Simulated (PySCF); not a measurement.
Isomers of C4H11BO. Level of theory: PBE0-D3(BJ)/def2-SVP geometry optimisation, gas phase (PySCF). One conformer each; no zero-point energy, no entropy. No frequencies were run at this level. Point groups hold within 0.08 Å.

**Question.** Rank from lowest to highest electronic energy at this level (kcal/mol).
A. `[CH3:1][O:2][CH2:3][B:4]([CH3:5])[CH3:6]` with C1–O2–C3–B4 180°, O2–C3–B4–C5 -4°
B. `[BH3-:1][O+:2]1[CH2:3][CH2:4][CH2:5][CH2:6]1` with B1–O2–C3–C4 -162°, O2–C3–C4–C5 37°, C3–C4–C5–C6 -38°, C4–C5–C6–O2 25°
C. BEt2(OH) (`CCB(O)CC`)

**Answer.** C (0.0), A (49.2), B (62.9).

```csv
SMILES,E (Eh),E rel (kcal/mol),dipole (D),point group,"A, B, C (MHz)"
CCB(O)CC,-258.69878,0.0,1.43,–,"3416, 2888, 1797"
COCB(C)C,-258.62038,49.2,1.03,–,"6645, 1827, 1486"
[BH3-][O+]1CCCC1,-258.59861,62.9,5.80,C1,"6436, 3099, 2344"
```
